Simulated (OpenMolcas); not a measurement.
Consider [Cu2(μ-F)2(Cl)4]2-, a planar model complex in vacuum (2 bridging F, bridge angle 88°, metal-metal distance 2.62 Å, Cu–F 1.89 Å; typed geometry, not optimised).

```xyz
8

Cu    -1.3108     0.0000     0.0000
Cu     1.3108     0.0000     0.0000
F      0.0000     1.3574     0.0000
F      0.0000    -1.3574     0.0000
Cl    -2.9584     1.6476     0.0000
Cl    -2.9584    -1.6476     0.0000
Cl     2.9584     1.6476     0.0000
Cl     2.9584    -1.6476     0.0000
```

Task: Give the energies of the total-spin states at CASSCF(2,2) on the singly occupied d orbitals (ANO-RCC-VDZP, scalar-relativistic DKH2, RICD, no spin-orbit coupling, OpenMolcas), and the exchange constant.

Result: Local spins 1/2 and 1/2.

```csv
total S,E (cm⁻¹),"natural occupations, lowest and highest"
1,0.0,"1.000, 1.000"
0,14.3,"0.984, 1.016"
```

J = 7.1 cm⁻¹ (ferromagnetic).

J is defined by H = −2J S1·S2, so negative values are antiferromagnetic. Wave-function values come from the highest and lowest total spin; broken-symmetry values use Yamaguchi's formula with the computed ⟨S²⟩. The active space holds the singly occupied metal orbitals alone, without bridging-ligand orbitals. No row is a measured value.
